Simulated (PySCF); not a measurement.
## From computed data to an observable: oscillator strength and radiative lifetime

CH₇FN₂Si, SMILES CN[Si@H](N)F.

Geometry optimised at r2SCAN-D4/def2-SVP. The structure was generated by enumeration; whether it is a known compound was not checked. The values are those of a single conformer.

TDDFT-PBE0/def2-SVPD run with PySCF 2.14.0 puts the first singlet state with f over 0.02 at 6.96 eV (vertical), with the transition dipole (0.248, -0.164, -0.445) in atomic units.

Find the oscillator strength, the wavelength and the radiative lifetime that this transition would have in vacuum if emission retraced absorption.


|μ|² = 0.2864 au, so |μ| = 1.36 D. ΔE = 6.96/27.211 = 0.2558 hartree. f = (2/3) ΔE |μ|² = 0.049 (the program prints 0.049).
λ = 1239.84/6.96 = 178 nm; ν = 56136 cm⁻¹.
Einstein's coefficient A = 0.6670 ν² f s⁻¹ (ν in cm⁻¹) = 1.0e8 s⁻¹, so τ = 1/A = 9.7 ns. This state is S3; the lower singlets have f = 0.003, 0.009. The figure is the radiative limit of this one transition; relaxation, internal conversion, crossing to triplets and a medium change what is measured.
